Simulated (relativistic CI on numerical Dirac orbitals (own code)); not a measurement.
One change at a time: Au⁵³⁺

Base calculation: Dirac-Coulomb-Breit CI, KLI orbitals optimised for each configuration, model QED (radiative potential, 1s self-energy scaled to tabulated hydrogen-like ionisation energies), unscaled Slater integrals.

Configurations in the expansion (outside the closed core [Ne]): 3s2 3p6 3d8, 3s2 3p5 3d9, 3s2 3p4 3d10, 3s 3p6 3d9, 3p6 3d10, 3s 3p5 3d10, 3s2 3p6 3d7 4s, 3s2 3p6 3d7 4p, 3s2 3p4 3d9 4s, 3s2 3p6 3d7 4d, 3s2 3p4 3d9 4p, 3s2 3p5 3d8 4s, 3s2 3p6 3d7 4f, 3s2 3p4 3d9 4d, 3s 3p5 3d9 4s, 3s2 3p5 3d8 4p, 3s 3p5 3d9 4p, 3s2 3p6 3d6 4s2, 3s2 3p5 3d8 4d, 3s 3p5 3d9 4d, 3s 3p6 3d8 4s, 3s2 3p6 3d6 4s 4p, 3p6 3d9 4s, 3s2 3p5 3d8 4f, 3s2 3p6 3d7 5s, 3s2 3p6 3d6 4p2, 3s 3p6 3d8 4p, 3s2 3p6 3d6 4s 4d, 3p6 3d9 4p, 3s2 3p6 3d7 5p, 3s2 3p5 3d7 4s2, 3s2 3p6 3d7 5d, 3s2 3p6 3d6 4p 4d, 3p6 3d9 4d, 3s 3p6 3d8 4d, 3s2 3p6 3d7 5f. Levels of other configurations are missing.

Variants: (1) configuration mixing switched off; (2) one mean potential for all configurations. Shifts of the energy above 3s2 3p6 3d8 3F_4, in eV, for the lowest level and the first level of each name with at least 55 % of one term (blank where a level changes its place among those of its configuration and J or its character, or is not in the variant):

```
              Level     Base   Δ(1)   Δ(2)
   3s2 3p6 3d8 3F_4     0.00   0.00   0.00
   3s2 3p6 3d8 3F_3    90.10  -0.05  +0.01
   3s2 3p6 3d8 1G_4   106.20  +0.02  +0.01
   3s2 3p6 3d8 3P_1   106.49  +0.40  +0.01
   3s2 3p6 3d8 3F_2   187.98  +0.22  +0.02
  3s2 3p5 3d9 3F°_4   487.51  -0.53  -0.19
  3s2 3p5 3d9 3D°_3   515.54  +0.30  -0.19
  3s2 3p5 3d9 3P°_0   602.57  +0.34  -0.19
  3s2 3p5 3d9 3F°_3   604.81  -0.21  -0.19
  3s2 3p4 3d10 3P_2  1008.23  +2.35  -0.23
  3s2 3p5 3d9 3F°_2  1012.94  -0.28  -0.19
  3s2 3p4 3d10 1S_0  1032.33  +0.06  -0.22
    3s 3p6 3d9 3D_3  1195.44  +0.98  -0.06
    3s 3p6 3d9 3D_1  1288.88  +0.95  -0.07
  3s2 3p4 3d10 3P_1  1437.85  +0.69  -0.29
  3s2 3p4 3d10 1D_2  1454.40  -5.52  -0.28
  3s 3p5 3d10 3P°_2  1686.04  -1.47  -0.10
  3s 3p5 3d10 1P°_1  1724.91  -2.78  -0.08
  3s2 3p4 3d10 3P_0  1884.20  +2.28  -0.34
3s2 3p6 3d7 4s 5F_5  1963.70  -0.02  +0.16
3s2 3p6 3d7 4s 5F_4  2054.75  -0.15  +0.36
3s2 3p6 3d7 4s 5P_3  2067.94  +0.40  +0.35
```

At this charge energies of transitions that change n are usually good to better than 1 %, and those within a shell (Δn = 0) to a few per cent.

Ionisation energy from the two ground configurations alone: base 5155.65 eV. The NIST ASD value (theoretical) is 5156 eV.

LS names give the leading component of a level, which can be under half, so a name can repeat, a term be missing and a line seem to break the LS rules.
